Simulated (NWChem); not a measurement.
System: C$_{3}$H$_{7}$S, doublet; SMILES C[C](C)S

Output (shortened):

```
             Northwest Computational Chemistry Package (NWChem) 7.3.0
             --------------------------------------------------------

                             Geometry "geometry" -> ""
                             -------------------------

 Output coordinates in angstroms (scale by  1.889725989 to convert to a.u.)

  No.       Tag          Charge          X              Y              Z
 ---- ---------------- ---------- -------------- -------------- --------------
    1 C                    6.0000     1.30492000    -1.08894300    -0.02846500
    2 C                    6.0000     0.00644400    -0.38060600     0.15350000
    3 C                    6.0000    -1.28321100    -1.10492400    -0.01670800
    4 S                   16.0000     0.07254000     1.35571600    -0.06210400
    5 H                    1.0000     1.51981000    -1.31825400    -1.09264700
    6 H                    1.0000     1.29613100    -2.05188300     0.50829600
    7 H                    1.0000     2.15101400    -0.49627700     0.35301900
    8 H                    1.0000    -2.12010900    -0.58642400     0.47967800
    9 H                    1.0000    -1.56500300    -1.22093600    -1.08365700
   10 H                    1.0000    -1.21571800    -2.11811200     0.41159800
   11 H                    1.0000    -1.20325000     1.62675200     0.29188000

 Effective nuclear repulsion energy (a.u.)     160.2425916489

                                 NWChem DFT Module
                                 -----------------

 Summary of "ao basis" -> "ao basis" (spherical)
 ------------------------------------------------------------------------------
       Tag                 Description            Shells   Functions and Types
 ---------------- ------------------------------  ------  ---------------------
 C                           6-31g*                  6       14   3s2p1d
 S                           6-31g*                  8       18   4s3p1d
 H                           6-31g*                  2        2   2s

 in cosmo_initialize ...
 calling solv_data for solv:h2o

 solvent parameters
 solvname_short: h2o
 solvname_long:  water
 dielec:       78.4000
 dielecinf:     1.7769
 aqueous SMD model solvent descriptors
 dielec:       78.4000
 sola:          0.8200

          ---------------
          -cosmo- solvent
          ---------------
 Cosmo: York-Karplus, doi: 10.1021/jp992097l
 dielectric constant -eps-     =  78.40
 screen = (eps-1)/(eps    )    =   0.98724
 surface charge correction     = lagrangian

   van der Waals surface
 --------------------------

 ---------- ATOMIC COORDINATES (A.U.) ------------ VDWR(ANG.) --
     1    2.46594124   -2.05780389   -0.05379105     1.850
     2    0.01217739   -0.71924105    0.29007294     1.850
     3   -2.42491718   -2.08800360   -0.03157354     1.850
     4    0.13708072    2.56193176   -0.11735954     2.490
     5    2.87202445   -2.49113884   -2.06480343     1.200
     6    2.44933244   -3.87749663    0.96054016     1.200
     7    4.06482706   -0.93782754    0.66710918     1.200
     8   -4.00642508   -1.10818067    0.90645998     1.200
     9   -2.95742684   -2.30723449   -2.04781480     1.200
    10   -2.29737390   -4.00265129    0.77780744     1.200
    11   -2.27381280    3.07411553    0.55157322     1.200
 number of segments per atom =        128
 number of   points per atom =        128
 atom (   nspa,  nppa )
 ----------------------
    1 (     53,     0 )       0
    2 (     18,     0 )       0
    3 (     53,     0 )       0
    4 (    101,     0 )       0
    5 (     54,     0 )       0
    6 (     54,     0 )       0
    7 (     48,     0 )       0
    8 (     50,     0 )       0
    9 (     53,     0 )       0
   10 (     53,     0 )       0
   11 (     21,     0 )       0
 number of -cosmo- surface points =      558
 molecular surface =    128.278 angstrom**2
 molecular volume  =    111.937 angstrom**3
 -lineq- algorithm             =   0
 -bem- low  level              =   3
 -bem- from -octahedral-
 gaussian surface charge width =   4.50000
 degree of switching           =   1.00000
 switching function tolerance  =   0.00010
 atomic radii =
 --------------
    1  6.000  1.850
    2  6.000  1.850
    3  6.000  1.850
    4 16.000  2.490
    5  1.000  1.200
    6  1.000  1.200
    7  1.000  1.200
    8  1.000  1.200
    9  1.000  1.200
   10  1.000  1.200
   11  1.000  1.200
 ...... end of -cosmo- initialization ......

[...]

                                COSMO-SMD solvation results
                                ---------------------------

             internal energy in gas <Psi(g)|H|Psi(g)> =      -516.609787293552
         internal energy in solvent <Psi(s)|H|Psi(s)> =      -516.609100388971
                               delta internal energy  =         0.000686904581 (    0.43 kcal/mol)
   total free energy in solvent <Psi(s)|H+V/2|Psi(s)> =      -516.614804633587
 polarization energy contribution <Psi(s)|V/2|Psi(s)> =        -0.005704244616 (   -3.58 kcal/mol)
    total free energy in solvent including G(SMD-CDS) =      -516.610720285000
                       G(SMD-CDS) energy contribution =         0.004084348587 (    2.56 kcal/mol)
     1 M fixed-concentration free energy of solvation =        -0.000932991448 (   -0.59 kcal/mol)

                    DFT Final Alpha Molecular Orbital Analysis
                    ------------------------------------------

 Vector   19  Occ=1.000000D+00  E=-3.947284D-01
              MO Center= -8.8D-02,  4.6D-01, -6.5D-02, r^2= 3.4D+00
   Bfn.  Coefficient  Atom+Function         Bfn.  Coefficient  Atom+Function
  ----- ------------  ---------------      ----- ------------  ---------------
    50      0.367993   4 S  py               18     -0.255974   2 C  py
    49      0.253373   4 S  px               51     -0.244997   4 S  pz
    32      0.225876   3 C  py               52      0.220575   4 S  s
    48      0.146339   4 S  s                46     -0.141618   4 S  py
    22     -0.135019   2 C  py               54      0.134870   4 S  py

 Vector   20  Occ=1.000000D+00  E=-3.485666D-01
              MO Center=  4.8D-02,  7.1D-01,  1.5D-02, r^2= 2.8D+00
   Bfn.  Coefficient  Atom+Function         Bfn.  Coefficient  Atom+Function
  ----- ------------  ---------------      ----- ------------  ---------------
    51      0.497547   4 S  pz               55      0.292362   4 S  pz
    49      0.249615   4 S  px               19      0.220899   2 C  pz
    47     -0.189490   4 S  pz               23      0.175470   2 C  pz
    50      0.170618   4 S  py               53      0.130982   4 S  px
     5     -0.110808   1 C  pz               33     -0.103045   3 C  pz

 Vector   21  Occ=1.000000D+00  E=-2.151818D-01
              MO Center=  6.5D-03,  4.6D-02,  3.1D-02, r^2= 2.8D+00
   Bfn.  Coefficient  Atom+Function         Bfn.  Coefficient  Atom+Function
  ----- ------------  ---------------      ----- ------------  ---------------
    19      0.507713   2 C  pz               23      0.494046   2 C  pz
    51     -0.380148   4 S  pz               55     -0.311342   4 S  pz
    70      0.194135   9 H  s                62      0.192994   5 H  s
    20      0.150807   2 C  s                47      0.139450   4 S  pz
    53     -0.110711   4 S  px               61      0.105556   5 H  s

 Vector   22  Occ=0.000000D+00  E= 7.433108D-02
              MO Center= -8.8D-02,  1.1D+00, -1.2D-02, r^2= 3.5D+00
   Bfn.  Coefficient  Atom+Function         Bfn.  Coefficient  Atom+Function
  ----- ------------  ---------------      ----- ------------  ---------------
    74      1.010872  11 H  s                20     -0.865632   2 C  s
    54     -0.809686   4 S  py               53      0.661626   4 S  px
    22     -0.329731   2 C  py                6     -0.303055   1 C  s
    50     -0.284081   4 S  py               49      0.280775   4 S  px
    68      0.281699   8 H  s                35      0.261470   3 C  px

 Vector   23  Occ=0.000000D+00  E= 1.331939D-01
              MO Center= -2.0D-01,  8.9D-01,  1.1D-01, r^2= 4.6D+00
   Bfn.  Coefficient  Atom+Function         Bfn.  Coefficient  Atom+Function
  ----- ------------  ---------------      ----- ------------  ---------------
    52      1.191205   4 S  s                74     -1.051428  11 H  s
    20     -1.035193   2 C  s                54     -0.918179   4 S  py
    22     -0.657354   2 C  py               53     -0.592683   4 S  px
    64     -0.562743   6 H  s                48      0.402612   4 S  s
    72     -0.395410  10 H  s                 6      0.392016   1 C  s

 Vector   24  Occ=0.000000D+00  E= 1.716009D-01
              MO Center= -2.2D-01, -1.2D+00, -6.7D-02, r^2= 6.1D+00
   Bfn.  Coefficient  Atom+Function         Bfn.  Coefficient  Atom+Function
  ----- ------------  ---------------      ----- ------------  ---------------
    34      1.740415   3 C  s                 6      1.293982   1 C  s
    72     -1.000287  10 H  s                70     -0.779770   9 H  s
    52     -0.732891   4 S  s                62     -0.706712   5 H  s
    64     -0.669128   6 H  s                74      0.661716  11 H  s
    66     -0.642492   7 H  s                68     -0.504808   8 H  s

                     DFT Final Beta Molecular Orbital Analysis
                     -----------------------------------------

 Vector   18  Occ=1.000000D+00  E=-4.193236D-01
              MO Center= -1.4D-01, -7.0D-01,  1.2D-01, r^2= 3.1D+00
   Bfn.  Coefficient  Atom+Function         Bfn.  Coefficient  Atom+Function
  ----- ------------  ---------------      ----- ------------  ---------------
     3      0.328353   1 C  px               17     -0.307980   2 C  px
    31      0.296192   3 C  px               67     -0.174030   8 H  s
     7      0.166565   1 C  px               68     -0.162759   8 H  s
    35      0.150511   3 C  px               65      0.134526   7 H  s
    66      0.126735   7 H  s                21     -0.120566   2 C  px

[...]
```

Level: M05-2X/6-31G* (spherical d), spin-unrestricted, SMD on the gas-phase geometry. All runs use the structure optimised with PBE0/def2-SVP, spin-unrestricted. Not confirmed as a minimum by frequencies. No stability test was run on the SCF state. Solvent: water.

### Question
Write an input that gives this output.

### Answer
This is not unique; one that fits is the input that was run:
```
start job
memory heap 200 mb stack 900 mb global 1100 mb
geometry units angstroms noautosym nocenter noautoz
  C      1.304920    -1.088943    -0.028465
  C      0.006444    -0.380606     0.153500
  C     -1.283211    -1.104924    -0.016708
  S      0.072540     1.355716    -0.062104
  H      1.519810    -1.318254    -1.092647
  H      1.296131    -2.051883     0.508296
  H      2.151014    -0.496277     0.353019
  H     -2.120109    -0.586424     0.479678
  H     -1.565003    -1.220936    -1.083657
  H     -1.215718    -2.118112     0.411598
  H     -1.203250     1.626752     0.291880
end
basis spherical
  * library 6-31g*
end
dft
  odft
  mult 2
  xc m05-2x
  iterations 150
end
cosmo
  do_cosmo_smd true
  solvent water
end
task dft energy
```
